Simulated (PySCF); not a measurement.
Se(Cl)(SMe) (CH₃ClSSe), SMILES CS[Se]Cl. Heavy atoms are numbered as in [Se:1]([Cl:2])[S:3][CH3:4]. Hydrogens are named by the atom that carries them.

Geometry: B3LYP-D3(BJ)/def2-SVP. The structure was generated by enumeration, and PubChem lists no compound with its InChIKey, so it may never have been made. The values are those of a single conformer.

Method: PBE/pcSseg-1 (PySCF).

GIAO shieldings, no solvent; atoms alike by connectivity are averaged. δ = σ(ref) − σ: ⁷⁷Se against Me2Se (σ = 1634.8 ppm); ³⁵Cl against HCl (σ = 936.5 ppm); ³³S against H2S (σ = 706.5 ppm); ¹³C against TMS (σ = 182.0 ppm); ¹H against TMS (σ = 31.49 ppm), references at their B3LYP-D3(BJ)/def2-TZVP geometries, non-relativistic (without spin–orbit terms, shifts of atoms bonded to Cl or Br come out too high).

```csv
atoms,nucleus,count,δ (ppm)
Se1,⁷⁷Se,1,1740.5
Cl2,³⁵Cl,1,190.9
S3,³³S,1,___
C4 (CH3),¹³C,1,___
H on C4,¹H,3,2.91
```

Problem. Fill in the missing entries. (Estimate from the structure and the level; the computed values follow.)

Solution. 
- S3, δ (ppm): 433.3
- C4 (CH3), δ (ppm): 33.4
